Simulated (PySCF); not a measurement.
AlCl2H3N, SMILES [NH3]->[Al+]([Cl])[Cl] (connectivity only; charge and spin as stated), charge +1, multiplicity 1.

Geometry optimised at ωB97X-D3(BJ)/def2-SVP. The spin state was assumed, not searched. The isomer is the one that the SMILES or the coordinates give; other isomers of the formula were not compared.

All values below come from PySCF with PBE/def2-TZVPD.

Gas-phase values at a fixed geometry.

Computed frontier levels, gap, dipole moment and polarisability:
```json
{
  "highest_occupied_level": "-12.84 eV",
  "lowest_empty_level": "-7.16 eV",
  "orbital_gap": "5.68 eV",
  "dipole_moment_about_the_centre_of_nuclear_charge": "6.95 D",
  "mean_static_polarisability": "56.0 bohr³ (8.30 Å³)",
  "polarisability_principal_values": "44.7, 55.3, 67.9 bohr³"
}
```
